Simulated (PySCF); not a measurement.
Compound: TeF4.
Cartesian coordinates in Å at the PBE0-D3(BJ)/def2-SVP level; atoms count from 1:
```
atom  x, y, z in Å
Te1   -0.363   -0.474   -0.013
F2    -0.214   -0.259    1.910
F3    -0.175   -0.288   -1.936
F4     1.527   -0.475    0.006
F5    -0.700    1.386   -0.029
```

Method used: PBE0-D3(BJ)/def2-SVP geometry optimisation, gas phase, def2 core potentials past Kr (PySCF 2.14.0).

Take the most abundant isotopes and a rigid rotor. 

Question: What are A, B and C (GHz)?

Answer: Ia = 123.11, Ib = 183.67, Ic = 220.57 u·Å²; 505379 MHz·u·Å²/I gives 4105, 2752 and 2291 MHz, that is A = 4.1052, B = 2.7516, C = 2.2912 GHz.

Question: Classify the top.

Answer: An asymmetric top; Ray's κ = -0.492.

Question: Is it planar, by Δ = Ic − Ia − Ib?

Answer: Not planar: Δ = Ic − Ia − Ib = -86.20 u·Å². For a rigid frame Δ = −2 Σ m c², so Σ m c² = 43.10 u·Å² lies off the ab plane. The atom farthest from that plane is 0.94 Å away.

Question: Give the other two planar moments, Paa and Pbb, and the rms extents of the mass along the axes.

Answer: Paa = Σ m a² = (Ib + Ic − Ia)/2 = 140.57 and Pbb = Σ m b² = (Ia + Ic − Ib)/2 = 80.01 u·Å². With the mass M = 205.90 u, the rms extents √(P/M) along a, b and c are 0.83, 0.62, 0.46 Å.

Question: Predict some low-J microwave lines.

Answer: The dipole components are |μa| = 0.00 D, |μb| = 0.00 D, |μc| = 3.35 D; the symmetry axis of this C2v structure is c, so μa and μb vanish by symmetry and there are no a-type or b-type lines. Some lines, for components of 0.1 D or more:

```json
{"type": "c", "branch": "Q", "J(Ka,Kc)": "2(1,2) ← 2(0,2)", "MHz": "992", "lower level (cm⁻¹)": "0.501"}
{"type": "c", "branch": "Q", "J(Ka,Kc)": "1(1,1) ← 1(0,1)", "MHz": "1354", "lower level (cm⁻¹)": "0.168"}
{"type": "c", "branch": "R", "J(Ka,Kc)": "1(1,0) ← 0(0,0)", "MHz": "6857", "lower level (cm⁻¹)": "0.000"}
{"type": "c", "branch": "Q", "J(Ka,Kc)": "4(4,1) ← 4(3,1)", "MHz": "10852", "lower level (cm⁻¹)": "2.168"}
{"type": "c", "branch": "R", "J(Ka,Kc)": "3(2,1) ← 2(1,1)", "MHz": "19656", "lower level (cm⁻¹)": "0.580"}
{"type": "c", "branch": "R", "J(Ka,Kc)": "3(3,1) ← 2(2,1)", "MHz": "23103", "lower level (cm⁻¹)": "0.716"}
{"type": "c", "branch": "R", "J(Ka,Kc)": "4(1,3) ← 3(0,3)", "MHz": "24211", "lower level (cm⁻¹)": "0.994"}
{"type": "c", "branch": "R", "J(Ka,Kc)": "4(2,3) ← 3(1,3)", "MHz": "26282", "lower level (cm⁻¹)": "1.014"}
{"type": "c", "branch": "R", "J(Ka,Kc)": "4(3,1) ← 3(2,1)", "MHz": "27935", "lower level (cm⁻¹)": "1.236"}
{"type": "c", "branch": "R", "J(Ka,Kc)": "5(1,4) ← 4(0,4)", "MHz": "30628", "lower level (cm⁻¹)": "1.640"}
{"type": "c", "branch": "R", "J(Ka,Kc)": "5(2,4) ← 4(1,4)", "MHz": "32190", "lower level (cm⁻¹)": "1.651"}
{"type": "c", "branch": "R", "J(Ka,Kc)": "5(3,3) ← 4(2,3)", "MHz": "33652", "lower level (cm⁻¹)": "1.891"}
{"type": "c", "branch": "R", "J(Ka,Kc)": "5(4,2) ← 4(3,2)", "MHz": "36377", "lower level (cm⁻¹)": "2.165"}
{"type": "c", "branch": "R", "J(Ka,Kc)": "5(5,1) ← 4(4,1)", "MHz": "39485", "lower level (cm⁻¹)": "2.530"}
```

Question: Estimate the classical rotational partition function at 25 K, 100 K and 500 K.

Answer: Point group C2v, symmetry number σ = 2; q = (√π/σ)·√((kT/h)³/(ABC)), k/h = 20836.6 MHz/K: 2070 at 25 K, 16600 at 100 K, 185000 at 500 K.

Not checked by PBE0-D3(BJ)/def2-SVP frequencies. These are rigid-rotor constants of the computed structure; measured ground-state constants (B0) also hold zero-point vibration.
